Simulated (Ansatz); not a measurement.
`CBCC` + CH₃SH → `CBCSC` + CH₄  (substitution at a C–C bond)

Isolated molecules relaxed with PBE0-D4/def2-TZVP in Ansatz; ΔE leaves out vibrations. CCSD(T)/CBS adds triple-zeta CCSD(T) − MP2 to the extrapolated MP2 energy (def2 sets, frozen cores). This one scheme is used for every species. DFT in def2-TZVPP. B3LYP here is the variant with VWN-RPA as its local correlation; programs differ in this. HSE06 is defined as in plane-wave codes. One conformer a species, not always the lowest.

`CBCC`:

Z-matrix (Å, degrees):
```
C
B 1 1.558
H 1 1.102 2 106.0
H 1 1.094 2 112.7 3 -114.0
H 1 1.092 2 115.8 3 118.6
C 2 1.561 1 125.2 3 -104.1
H 2 1.205 1 117.9 3 73.8
C 6 1.522 2 118.8 1 -1.0
H 6 1.101 2 106.8 1 125.1
H 6 1.102 2 106.1 1 -126.3
H 8 1.093 6 112.0 2 179.8
H 8 1.093 6 111.4 2 59.5
H 8 1.093 6 111.4 2 -59.9
```

CH₃SH:

Cartesian coordinates in Å:
```
C -0.104 -0.285 -0.387
S -0.497 0.759 1.034
H 0.446 0.267 -1.148
H -1.060 -0.597 -0.807
H 0.450 -1.173 -0.089
H 0.766 1.029 1.396
```

`CBCSC`:

```xyz
14

C     0.005    2.390    0.293
B     0.465    1.347   -0.760
C     0.302   -0.201   -0.607
S    -0.523   -0.754    0.890
C    -0.448   -2.533    0.657
H     0.522    3.349    0.233
H     0.004    2.023    1.322
H    -1.051    2.594    0.048
H     0.951    1.711   -1.798
H    -0.216   -0.587   -1.495
H     1.316   -0.628   -0.661
H    -0.931   -2.994    1.519
H     0.586   -2.881    0.606
H    -0.981   -2.836   -0.247
```

CH₄:

```xyz
5

C     0.000    0.000    0.000
H     0.802    0.176    0.716
H    -0.016    0.806   -0.733
H    -0.954   -0.033    0.525
H     0.169   -0.949   -0.508
```

```json
{"level": "LDA (SPW92)", "ΔE (kJ/mol)": "-16.1", "difference from CCSD(T)/CBS": "-0.4"}
{"level": "revPBE-D4", "ΔE (kJ/mol)": "-20.4", "difference from CCSD(T)/CBS": "-4.7"}
{"level": "BLYP-D4", "ΔE (kJ/mol)": "-19.5", "difference from CCSD(T)/CBS": "-3.8"}
{"level": "r2SCAN-D4", "ΔE (kJ/mol)": "-18.6", "difference from CCSD(T)/CBS": "-2.9"}
{"level": "PBE0-D4", "ΔE (kJ/mol)": "-16.1", "difference from CCSD(T)/CBS": "-0.4"}
{"level": "B3LYP-D4", "ΔE (kJ/mol)": "-17.0", "difference from CCSD(T)/CBS": "-1.3"}
{"level": "r2SCAN0-D4", "ΔE (kJ/mol)": "-16.4", "difference from CCSD(T)/CBS": "-0.7"}
{"level": "HSE06-D4", "ΔE (kJ/mol)": "-16.1", "difference from CCSD(T)/CBS": "-0.4"}
{"level": "BHLYP-D4", "ΔE (kJ/mol)": "-14.8", "difference from CCSD(T)/CBS": "0.9"}
{"level": "CAM-B3LYP-D4", "ΔE (kJ/mol)": "-13.8", "difference from CCSD(T)/CBS": "1.9"}
{"level": "ωB97X-V", "ΔE (kJ/mol)": "-14.2", "difference from CCSD(T)/CBS": "1.5"}
{"level": "ωB97M-V", "ΔE (kJ/mol)": "-15.0", "difference from CCSD(T)/CBS": "0.7"}
{"level": "B2PLYP", "ΔE (kJ/mol)": "-14.1", "difference from CCSD(T)/CBS": "1.6"}
{"level": "PBE-QIDH", "ΔE (kJ/mol)": "-14.5", "difference from CCSD(T)/CBS": "1.2"}
{"level": "PBE", "ΔE (kJ/mol)": "-15.3", "difference from CCSD(T)/CBS": "0.4"}
{"level": "revPBE", "ΔE (kJ/mol)": "-14.2", "difference from CCSD(T)/CBS": "1.5"}
{"level": "BLYP", "ΔE (kJ/mol)": "-13.0", "difference from CCSD(T)/CBS": "2.7"}
{"level": "r2SCAN", "ΔE (kJ/mol)": "-17.7", "difference from CCSD(T)/CBS": "-2.0"}
{"level": "PBE0", "ΔE (kJ/mol)": "-13.1", "difference from CCSD(T)/CBS": "2.6"}
{"level": "B3LYP", "ΔE (kJ/mol)": "-11.6", "difference from CCSD(T)/CBS": "4.1"}
{"level": "r2SCANh", "ΔE (kJ/mol)": "-16.7", "difference from CCSD(T)/CBS": "-1.0"}
{"level": "r2SCAN0", "ΔE (kJ/mol)": "-15.3", "difference from CCSD(T)/CBS": "0.4"}
{"level": "HSE06", "ΔE (kJ/mol)": "-13.3", "difference from CCSD(T)/CBS": "2.4"}
{"level": "BHLYP", "ΔE (kJ/mol)": "-9.8", "difference from CCSD(T)/CBS": "5.9"}
{"level": "CAM-B3LYP", "ΔE (kJ/mol)": "-10.6", "difference from CCSD(T)/CBS": "5.1"}
{"level": "LC-ωPBE", "ΔE (kJ/mol)": "-11.6", "difference from CCSD(T)/CBS": "4.1"}
{"level": "RPA@PBE/def2-TZVPP", "ΔE (kJ/mol)": "-9.3", "difference from CCSD(T)/CBS": "6.4"}
{"level": "HF/def2-SVP", "ΔE (kJ/mol)": "0.5", "difference from CCSD(T)/CBS": "16.2"}
{"level": "MP2/def2-SVP", "ΔE (kJ/mol)": "-7.6", "difference from CCSD(T)/CBS": "8.1"}
{"level": "CCSD/def2-SVP", "ΔE (kJ/mol)": "-2.0", "difference from CCSD(T)/CBS": "13.7"}
{"level": "CCSD(T)/def2-SVP", "ΔE (kJ/mol)": "-3.8", "difference from CCSD(T)/CBS": "11.9"}
{"level": "HF/def2-TZVPP", "ΔE (kJ/mol)": "-5.7", "difference from CCSD(T)/CBS": "10.0"}
{"level": "MP2/def2-TZVPP", "ΔE (kJ/mol)": "-17.7", "difference from CCSD(T)/CBS": "-2.0"}
{"level": "SCS-MP2/def2-TZVPP", "ΔE (kJ/mol)": "-14.3", "difference from CCSD(T)/CBS": "1.4"}
{"level": "CCSD/def2-TZVPP", "ΔE (kJ/mol)": "-9.9", "difference from CCSD(T)/CBS": "5.8"}
{"level": "CCSD(T)/def2-TZVPP", "ΔE (kJ/mol)": "-12.7", "difference from CCSD(T)/CBS": "3.0"}
{"level": "MP2/def2-QZVPP", "ΔE (kJ/mol)": "-19.3", "difference from CCSD(T)/CBS": "-3.6"}
{"level": "SCS-MP2/def2-QZVPP", "ΔE (kJ/mol)": "-15.8", "difference from CCSD(T)/CBS": "-0.1"}
{"level": "MP2/CBS(def2)", "ΔE (kJ/mol)": "-20.6", "difference from CCSD(T)/CBS": "-4.9"}
{"level": "CCSD/CBS(def2)", "ΔE (kJ/mol)": "-12.9", "difference from CCSD(T)/CBS": "2.8"}
{"level": "CCSD(T)/CBS", "ΔE (kJ/mol)": "-15.7", "difference from CCSD(T)/CBS": "0"}
```

Largest T1 diagnostic among the species: 0.010.

From BLYP to BHLYP (50 % exact exchange), in def2-TZVPP and without D4, ΔE moves by +3.1 kJ/mol. Leaving LDA and LC-ωPBE aside and taking each functional with its dispersion term where it has one, the values spread over 6.6 kJ/mol, from revPBE-D4 to CAM-B3LYP-D4.
